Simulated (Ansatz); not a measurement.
Consider the homolysis of the Cl–Ge bond: `C[O][GeH]([OH])[Cl]` → Cl• + `C[O][GeH][OH]`•.

Isolated molecules relaxed with PBE0-D4/def2-TZVP in Ansatz; ΔE leaves out vibrations. CBS: MP2 limit from def2 TZ/QZ plus the TZ coupled-cluster correction, frozen cores. This one scheme is used for every species, atoms too. Functionals use def2-TZVPP. Open shells (•) are unrestricted, without spin–orbit coupling. Spin–orbit coupling would lower the free atoms: a little for Cl. Bonds to Ge are less sure, by a few kJ/mol each and by 10 to 20 or more in all where they break to atoms, as the def2 sets lack core-valence functions. Scalar relativity is left out up to krypton. Each species was taken in one conformer, which may not be the lowest.

| level | ΔE (kJ/mol) | difference from CCSD(T)/CBS |
| --- | --- | --- |
| BLYP-D4 | 393.0 | -47.0 |
| r2SCANh-D4 | 421.0 | -19.0 |
| B2PLYP | 414.0 | -26.0 |
| BLYP | 379.6 | -60.4 |
| BHLYP | 401.7 | -38.3 |
| CAM-B3LYP | 407.8 | -32.2 |
| RPA@PBE/def2-TZVPP | 387.7 | -52.3 |
| MP2/def2-TZVPP | 447.6 | 7.6 |
| HF/CBS(def2) | 331.2 | -108.8 |
| CCSD/CBS(def2) | 431.7 | -8.3 |
| CCSD(T)/CBS | 440.0 | 0 |

Largest T1 diagnostic among the species: 0.015.

From BLYP to BHLYP (50 % exact exchange), in def2-TZVPP and without D4, ΔE moves by +22.1 kJ/mol. Leaving LDA and LC-ωPBE aside and taking each functional with its dispersion term where it has one, the values, not all of them listed here, spread over 43.7 kJ/mol, from BLYP-D4 to PBE-QIDH. LDA lies +63.0 kJ/mol from PBE without D4, its usual overbinding.

CCSD(T)/CBS has its own doubt, a few kJ/mol and more with outer-core shells, so smaller differences from it don't rank the levels.
